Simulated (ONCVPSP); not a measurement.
**Varying the ONCV potential for F**

Base potential:

ONCVPSP 4.0.1 input, shortened (lines: element, Z, core and valence counts, functional; n l f; lmax; l rc ep ncon nbas qcut; lloc lpopt rc5 dvloc0; l nproj debl; icmod fcfact rcfact), Wu-Cohen, scalar-relativistic:

```
  F 9.00    0    3  -118130      upf
    1    0    2.00
    2    0    1.75
    2    1    5.25
    2
    0    0.40    0.00    3    7   34.10
    1    1.35    0.00    4    8   10.40
    2    1.15    0.24    4    8    8.40
    4    5    0.35    4.00
    0    2    3.90
    1    1    3.90
    2    2    0.80
    0    0.00    0.00
```

Cutoffs, loose and tight: the cutoffs (Ha) at which the residual kinetic energy of the hardest occupied pseudo-wave falls to 1 and 0.1 mHa per electron. They do not see the model core or the augmentation charge, which bear on the density cutoff. Test errors are all-electron minus pseudo excitation energies from the reference, over the configurations 1s2 2s2 2p5; 1s2 2s2 2p4; 1s2 2s2 2p3; 1s2 2s2 2p1. A dash means not determined; rows that change the core or the reference have their own tests.

```csv
change,outcome,"cutoff, loose","cutoff, tight",bound ghosts,GHOST(+) flags above zero,largest test error (meV)
base,generated,434 Ha,491 Ha,none,d,+2090
"s: rc 0.28; local potential polynomial inside 0.28 bohr (lpopt 5, dvloc0 4 Ha)",generated,569 Ha,1870 Ha,none,d,+2109
"s: rc 0.32; local potential polynomial inside 0.32 bohr (lpopt 5, dvloc0 4 Ha)",generated,504 Ha,573 Ha,none,d,+2095
s: rc 0.36,generated,467 Ha,524 Ha,none,d,+2090
s: rc 0.44,generated,408 Ha,466 Ha,none,d,+2090
s: rc 0.5,generated,366 Ha,420 Ha,none,d,+2093
s: rc 0.54,generated,324 Ha,380 Ha,none,d,+2093
```

(1) What comes out with this change to the base: s: rc 0.58?

Results:

(1) outcome: generated; cutoff, loose: 296 Ha; cutoff, tight: 357 Ha; bound ghosts: none; GHOST(+) flags above zero: d; largest test error (meV): +2093.

Reading the sweep of the s radius (base included, trends over the rows without a ghost): The loose cutoff falls from 569 Ha at 0.28 to 296 Ha at 0.58 bohr. A larger radius leaves more room for a smooth pseudo-wave, so fewer plane waves are needed; a smaller one forces it to follow the all-electron wave where it bends sharply. The median size of the test errors (rows with all tests solved) stays near 109.1 meV.
